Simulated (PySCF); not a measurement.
Na(OH) (HNaO), SMILES [OH][Na]. Atoms are numbered in the order given.

```xyz
3

Na     0.0000     0.0000    -0.9200
O      0.0000     0.0000     1.0187
H      0.0000     0.0000     1.9705
```
Charge 0, spin multiplicity 1.

Geometry optimised at PBE0-D3(BJ)/def2-TZVPD. The isomer is the one that the SMILES or the coordinates give; other isomers of the formula were not compared.

Vertical ionisation energy (IE) and electron affinity (EA) in eV. Rows of orbital energies are one-electron estimates. Where ΔSCF, EOM or ADC give a negative EA the extra electron is unbound and the value depends on the basis.

```tsv
level	IE	EA
−ε(HOMO), −ε(LUMO), M06-2X/def2-TZVPD (PySCF)	6.92	1.29
−ε(HOMO), −ε(LUMO), r2SCAN/def2-TZVPD (PySCF)	3.98	1.02
```
